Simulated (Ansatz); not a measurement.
A structure relaxed at r2SCAN-D4/def2-SVP in Ansatz, charge 0, singlet:

```xyz
22

Li   -2.0621   -2.0489   -1.2404
F    -0.4074   -1.8807   -1.8647
Li   -0.9687   -0.2337   -2.3929
F    -2.6737   -0.4834   -1.9228
Li   -2.9890   -0.0554   -0.2142
F    -2.4846   -1.6809    0.4552
Li   -1.1009   -1.5949    1.5408
F     0.5737   -1.9814    0.9845
Li    0.9863   -1.8786   -0.7555
F     2.3002   -0.7444   -1.1555
Li    1.7525    0.9083   -1.6801
F    -0.0067    1.1711   -1.8506
Li   -0.7302    2.0154   -0.4414
F    -2.1518    1.3389    0.4472
Li   -1.0612    1.3519    1.8851
F    -0.5887   -0.2019    2.5707
Li    1.0949   -0.6734    2.1161
F     0.2145    2.3320    1.0671
Li    3.1548    0.1405    0.1263
F     2.7575    1.7959   -0.5001
Li    1.9410    2.0136    1.0773
F     2.4493    0.3898    1.7478
```

(1) Give its formula and point group.

(2) Summarise the bond lengths by kind (pairs closer than 1.2 times the sum of covalent radii, bridged metal pairs left out).

Results:

(1) Li11F11 (started as a model of: (LiF)11 cage of four- and six-membered rings). Point group Cs (tolerance 0.1 Å).

(2) 33 × F–Li 1.76 to 1.83 Å.
